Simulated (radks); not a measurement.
Values are calculated unless marked as measured or tabulated.
Charge is removed step by step from the 1s1/2 level of neutral fluorine, starting from [He] 2s2 2p5. Level of theory: Dirac Kohn-Sham, PBE, spin-unpolarised, spherical densities, finite nucleus; open shells are shared between the two j in proportion to 2j + 1; Fermi nuclear charge, rms radius 2.8976 fm (a radial shooting solver on a logarithmic mesh with Libxc functionals).

removed (e) = 0: E - E(0) (eV) 0.000; eigenvalue (eV) -663.35; E minus straight line (eV) 0.000
removed (e) = 0.1: E - E(0) (eV) 66.774; eigenvalue (eV) -672.13; E minus straight line (eV) -4.036
removed (e) = 0.2: E - E(0) (eV) 134.43; eigenvalue (eV) -680.98; E minus straight line (eV) -7.191
removed (e) = 0.3: E - E(0) (eV) 202.97; eigenvalue (eV) -689.90; E minus straight line (eV) -9.457
removed (e) = 0.4: E - E(0) (eV) 272.41; eigenvalue (eV) -698.88; E minus straight line (eV) -10.828
removed (e) = 0.5: E - E(0) (eV) 342.75; eigenvalue (eV) -707.91; E minus straight line (eV) -11.299
removed (e) = 0.6: E - E(0) (eV) 413.99; eigenvalue (eV) -716.99; E minus straight line (eV) -10.865
removed (e) = 0.7: E - E(0) (eV) 486.15; eigenvalue (eV) -726.10; E minus straight line (eV) -9.521
removed (e) = 0.8: E - E(0) (eV) 559.22; eigenvalue (eV) -735.25; E minus straight line (eV) -7.263
removed (e) = 0.9: E - E(0) (eV) 633.20; eigenvalue (eV) -744.41; E minus straight line (eV) -4.090
removed (e) = 1: E - E(0) (eV) 708.10; eigenvalue (eV) -753.59; E minus straight line (eV) 0.000

Removing the whole electron costs 708.10 eV by Delta-SCF, against 663.35 eV from minus the eigenvalue at the starting occupation. Slater's transition state (half an electron removed) gives 707.91 eV. Integrating minus the eigenvalue over the occupation (Janak's theorem) gives 708.10 eV. The mean slope of the eigenvalue, de/dn, is 90.2 eV per electron.
